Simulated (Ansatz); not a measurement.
CH₆FNO₂Zr (`C[O][Zr]([NH2])([OH])[F]`), charge 0, multiplicity 1.

(1) Give a relaxed structure at PBE0-D4/def2-TZVP (Ansatz 0.2.0). (Estimate.)

Answers

(1) Ansatz gave: 
Cartesian coordinates in Å:
```
C -0.250 -0.520 2.287
O -0.056 -0.409 0.917
Zr 0.139 -0.291 -0.982
N 1.075 1.468 -1.411
O -1.510 -0.306 -1.977
F 1.247 -1.775 -1.521
H 0.026 0.414 2.790
H 0.365 -1.328 2.697
H -1.299 -0.735 2.514
H 0.856 2.062 -2.198
H 1.817 1.898 -0.877
H -2.409 -0.478 -2.240
```
This is one stationary point; other conformers may exist.
